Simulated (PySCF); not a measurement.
# Multinuclear NMR of C7H14N2Si

Bonds (- single, = double, # triple, : aromatic): C1=C2, C2-Si3, Si3-N4, C2-N5, N5-C6, N5-C7, C7-C8, C8#C9, C9-C10. C1 carries H11, H12; Si3 carries H13, H14; N4 carries H15, H16; C6 carries H17, H18, H19; C7 carries H20, H21; C10 carries H22, H23, H24. H11 is cis to Si3; H12 is trans to Si3.

- shielding tensors at PBE0/pcSseg-1 (GIAO)
- geometry from GFN2-xTB
- run in PySCF 2.14.0 with density-fitted response routines
- isolated molecule, equivalent nuclei averaged, one conformer, relativity neglected

(1) Predict the ²⁹Si NMR data.

(2) What are the ¹⁵N shifts?

Results:

(1) 
```tsv
atoms	environment	σ (ppm)	δ (ppm)
Si3	silicon bonded to C, N, 2 H	387.6	-38.6
```

Shieldings were converted by a linear fit to measured shifts: ²⁹Si: δ = 279.94 − 0.822σ (rms 8.9 ppm, 72 shifts, 25.8 ppm with the 6 outliers that the fit left out vs TMS, solution or neat liquid). A few per cent of atoms miss by over 2 rms, more outside the fitted compound classes.

On a 300 MHz spectrometer ²⁹Si resonates near 59.6 MHz, so 1 ppm is 59.6 Hz.

(2) 
```
atoms                 environment  σ (ppm)  δ (ppm)
   N5            enamine nitrogen    180.7   -314.6
   N4  nitrogen bonded to Si, 2 H    249.2   -377.7
```

Shieldings were converted by a linear fit to measured shifts: ¹⁵N: δ = -148.07 − 0.921σ (rms 6.3 ppm, 71 shifts vs CH3NO2, solution or neat liquid). A few per cent of atoms miss by over 2 rms, more outside the fitted compound classes.

On a 600 MHz spectrometer ¹⁵N resonates near 60.8 MHz, so 1 ppm is 60.8 Hz.
